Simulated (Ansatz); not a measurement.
Basis-set extrapolation for C$_{2}$H$_{7}$AlS (`C[CH2][AlH][SH]`) (PBE0-D4/def2-TZVP geometry, frozen core, Ansatz 0.2.0). Multiplicity 1, RHF reference.

```tsv
	def2-TZVPP	def2-QZVPP
HF	-719.354292	-719.376378
MP2 correlation	-0.614142	-0.658296
CCSD(T) correlation	-0.695270	not run
```

Energies in hartree. Use E(X) = E(∞) + A·exp(−7.88·√X) for Hartree–Fock and E(X) = E(∞) + B·X^(−2.97) for correlation, with X = 3 and 4, and add CCSD(T) minus MP2 of the smaller set to the MP2 limit.

Q: What is the CCSD(T) energy at the basis-set limit?

A: HF limit: -719.376378 + (-0.022086) × 0.13774 = -719.37942. MP2 limit: -0.658296 + (-0.044154) × 0.74074 = -0.69100. Higher-order term: -0.695270 − (-0.614142) = -0.08113. Total: -720.15155 hartree, 267.8 kJ/mol below CCSD(T)/def2-TZVPP.
